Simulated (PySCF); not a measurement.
This PySCF input asks for the NMR shieldings of `F[Si@@H]1CC=CS1`, C3H5FSSi; the geometry comes from GFN2-xTB.

```python
import basis_set_exchange as bse
import numpy as np
from pyscf import gto, dft
from pyscf.prop import nmr

atoms = """
F     2.502864   -0.174594    0.999181
Si    1.405869   -0.494693   -0.140528
C     0.182472    0.946248   -0.313179
C    -1.178973    0.436681    0.045934
C    -1.360457   -0.819380    0.423528
S    -0.016467   -1.958098    0.516164
H     2.173959   -0.942961   -1.279614
H     0.164400    1.356590   -1.324077
H     0.452197    1.773658    0.348084
H    -2.010868    1.123468    0.000177
H    -2.309573   -1.244247    0.698367
"""
names = dict.fromkeys(["F", "Si", "C", "S", "H"], "pcSseg-1")
basis = {el: gto.basis.parse(bse.get_basis(n, elements=[el], fmt="nwchem")) for el, n in names.items()}
mol = gto.M(atom=atoms, basis=basis, charge=0, verbose=0)
mf = dft.RKS(mol, xc="PBE0")
mf.grids.level = 2
mf.grids.alignment = dft.numint.BLKSIZE   # the property module wants whole blocks of grid points
mf.conv_tol = 1e-9
mf.kernel()

calc = nmr.RKS(mf)   # GIAO
C = mf.mo_coeff
Co = C[:, mf.mo_occ > 0]
resp = mf.gen_response(singlet=True, hermi=2)
def vind(x):   # induced exchange potential for any number of trial vectors
    d = np.einsum("pi,xij,qj->xpq", C, 2 * x.reshape(-1, C.shape[1], Co.shape[1]), Co, optimize=True)
    return np.einsum("xpq,pi,qj->xij", resp(d - d.transpose(0, 2, 1)), C, Co, optimize=True).ravel()
mo1, _ = nmr.rhf.solve_mo1(calc, with_cphf=vind)
sigma = calc.kernel(mo1)
for i, s in enumerate(sigma):   # ppm
    w = np.linalg.eigvalsh((s + s.T) / 2)
    print("%2d %-2s iso %8.1f  s11 %8.1f  s22 %8.1f  s33 %8.1f" % (i, mol.atom_pure_symbol(i), w.mean(), *w))
```

Question: What does it print?

Answer: 
```
 0 F  iso    339.0  s11    306.4  s22    346.6  s33    364.0
 1 Si iso    306.8  s11    266.0  s22    310.3  s33    344.0
 2 C  iso    161.2  s11    145.7  s22    160.2  s33    177.7
 3 C  iso     58.2  s11    -48.8  s22     75.3  s33    148.0
 4 C  iso     53.1  s11    -47.5  s22     78.9  s33    127.8
 5 S  iso    532.7  s11    365.3  s22    565.1  s33    667.6
 6 H  iso     25.6  s11     21.8  s22     23.7  s33     31.3
 7 H  iso     29.7  s11     24.9  s22     27.5  s33     36.7
 8 H  iso     29.6  s11     25.2  s22     27.2  s33     36.3
 9 H  iso     25.7  s11     22.8  s22     25.8  s33     28.5
10 H  iso     25.7  s11     22.2  s22     26.6  s33     28.2
```

These numbers come from an equivalent density-fitted implementation of the same equations, which agrees with the script to about 0.01 ppm for H and up to a few tenths of a ppm for heavy atoms, so last digits may differ.

Question: Turn these shieldings into chemical shifts. Shifts are taken against calculated references (same method and geometry level): ¹⁹F (σref 170.95) vs CFCl3; ²⁹Si (σref 349.16) and ¹³C (σref 186.93) and ¹H (σref 31.72) vs TMS; CS2 for ³³S (σref 503.73).

Answer: Averaging equivalent atoms: F 0: -168.0; Si 1: 42.4; C 4: 133.8; C 3: 128.7; C 2: 25.7; S 5: -29; H 6: 6.12; H 10: 6.06; H 9: 6.02; H 8: 2.17; H 7: 2.01 ppm. Unscaled 19F shifts against computed CFCl3 carry errors that often reach 10 to 50 ppm.

Size and cost of the density-fitted run: 141 basis functions, 29 s wall time on 1 thread of an Arm Neoverse N1, shared host; peak memory 0.69 GiB.
